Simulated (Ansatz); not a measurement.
Compare A (`C#C/C=C\[SiH3]`) with its isomer B (`C=C1C=C[SiH2]1`).

Calculated with Ansatz (gas phase, PBE0-D4/def2-TZVP geometries, no zero-point term in ΔE). CCSD(T)/CBS is the MP2 limit (def2-TZVPP, def2-QZVPP) plus CCSD(T) − MP2 in def2-TZVPP, frozen cores. DFT in def2-TZVPP. B3LYP here is the variant with VWN-RPA as its local correlation; programs differ in this.

Problem. Which isomer does CCSD(T)/CBS put lower? Give the gap. (An estimate is asked.)

Solution. Ansatz gave: B, by 18.1 kcal/mol.

Problem. Give E(B) − E(A) in kcal/mol with PBE0-D4, CCSD/def2-TZVPP, HF/def2-TZVPP, B3LYP-D4, PBE-D4, ωB97M-V, MP2/def2-TZVPP. (Estimate.)

Solution. The calculation gave: PBE0-D4 -22.8, CCSD/def2-TZVPP -17.4, HF/def2-TZVPP -15.0, B3LYP-D4 -16.7, PBE-D4 -21.1, ωB97M-V -19.3, MP2/def2-TZVPP -17.2. None reverses the order clearly.

Largest T1 diagnostic: 0.013.

From PBE to PBE0 (25 % exact exchange), in def2-TZVPP and without D4, E(B) − E(A) moves by −1.8 kcal/mol. In def2-TZVPP, CCSD(T) changes the Hartree–Fock value by −2.7 kcal/mol (the triples alone add −0.3 kcal/mol) and MP2 by −2.3 kcal/mol.
